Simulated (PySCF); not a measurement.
This PySCF input asks for the NMR shieldings of `[C@@H]1(Cl)[C@H](Cl)CBCC1`, C$_{5}$H$_{9}$BCl$_{2}$; the geometry comes from GFN2-xTB.

```python
import basis_set_exchange as bse
import numpy as np
from pyscf import gto, dft
from pyscf.prop import nmr

atoms = """
Cl   -1.129322    2.798648    0.694871
C    -0.426306    1.342368   -0.100227
C    -1.496470    0.289962   -0.338792
B    -0.933275   -1.137982   -0.683967
C     0.538510   -1.494812   -0.277103
C     1.459796   -0.301799    0.001821
C     0.736593    0.824322    0.733426
Cl    0.147881    0.236938    2.318394
H    -0.027055    1.704581   -1.052111
H    -2.061101    0.152219    0.591136
H    -2.220035    0.666685   -1.063122
H    -1.645791   -1.953706   -1.125363
H     1.035182   -2.173172   -0.972936
H     0.431963   -2.070415    0.650494
H     1.832248    0.102950   -0.942585
H     2.322588   -0.615140    0.593097
H     1.427596    1.640382    0.963058
"""
names = dict.fromkeys(["Cl", "C", "B", "H"], "pcSseg-1")
basis = {el: gto.basis.parse(bse.get_basis(n, elements=[el], fmt="nwchem")) for el, n in names.items()}
mol = gto.M(atom=atoms, basis=basis, charge=0, verbose=0)
mf = dft.RKS(mol, xc="PBE0")
mf.grids.level = 2
mf.grids.alignment = dft.numint.BLKSIZE   # the property module wants whole blocks of grid points
mf.conv_tol = 1e-9
mf.kernel()

calc = nmr.RKS(mf)   # GIAO
C = mf.mo_coeff
Co = C[:, mf.mo_occ > 0]
resp = mf.gen_response(singlet=True, hermi=2)
def vind(x):   # induced exchange potential for any number of trial vectors
    d = np.einsum("pi,xij,qj->xpq", C, 2 * x.reshape(-1, C.shape[1], Co.shape[1]), Co, optimize=True)
    return np.einsum("xpq,pi,qj->xij", resp(d - d.transpose(0, 2, 1)), C, Co, optimize=True).ravel()
mo1, _ = nmr.rhf.solve_mo1(calc, with_cphf=vind)
sigma = calc.kernel(mo1)
for i, s in enumerate(sigma):   # ppm
    print("%2d %-2s %9.2f" % (i, mol.atom_pure_symbol(i), np.trace(s) / 3))
```

Question: What are the results?

Answer: 
```
 0 Cl    731.79
 1 C     117.35
 2 C     147.30
 3 B      12.85
 4 C     162.24
 5 C     151.82
 6 C     114.21
 7 Cl    858.06
 8 H      27.44
 9 H      29.64
10 H      29.21
11 H      23.87
12 H      29.90
13 H      30.10
14 H      29.89
15 H      29.38
16 H      27.19
```

These numbers come from an equivalent density-fitted implementation of the same equations, which agrees with the script to about 0.01 ppm for H and up to a few tenths of a ppm for heavy atoms, so last digits may differ.

Size and cost of the density-fitted run: 195 basis functions, 62 s wall time on 1 thread of an Arm Neoverse N1, shared host; peak memory 0.88 GiB.
